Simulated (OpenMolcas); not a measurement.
An atom or ion with 26 electrons was computed by MS-CASPT2, IPEA 0.25 Eh, imaginary shift 0.1 Eh with spin-orbit coupling (OpenMolcas, ANO-RCC-VTZP, DKH2). The lowest levels that the run gave, each within 12 % of the measured value where one is at hand:

```tsv
J	Parity	E (cm-1)	g
4	even	0.0	1.250
3	even	1446	1.084
2	even	2400	0.669
2	even	13180	1.043
2	even	16710	1.455
1	even	17090	1.501
0	even	17360	
4	even	22810	1.000
0	even	52130	
5	even	55000	1.400
4	even	55900	1.349
3	even	56630	1.249
```

Q: Which ion is it, and what are the configurations and terms?

A: Ni2+ (Z = 28, charge +2; active space 8 electrons in 6 orbitals (3d 4s)). J, parity and g give the terms where levels are pure, and mixed ones are named by the computed weights; the size of the splittings, set against known spectra of the 26-electron sequence, gives the charge. In order, with the measured energies in cm-1 (Corliss and Sugar, J. Phys. Chem. Ref. Data 10, 197 (1981)): 3d8 3F4, 3d8 3F3 (1361), 3d8 3F2 (2270), 3d8 1D2 (14032), 3d8 3P2 (16662), 3d8 3P1 (16978), 3d8 3P0 (17231), 3d8 1G4 (23109), 3d8 1S0 (52532), 3d7 4s 5F5 (53704), 3d7 4s 5F4 (54658), 3d7 4s 5F3 (55406).

CASPT2 does not keep the components of a term degenerate, so their means are used; among the terms shown or strongly mixed into the levels shown the widest spread is 1800 cm-1 (3d8 3F). Some levels mix across a computed gap that differs much from the measured one, so their mixing is not that of the real levels. A single d shell beside an s shell can misplace configurations of different d count against each other. Measured partners are found by configuration, term and J. A level has none where our copy of the source lacks it or the pairing is in doubt (some pairs that miss far off the trend of their configuration count as doubtful), and it then counts in no deviation. Levels of configurations outside the active space are missing.
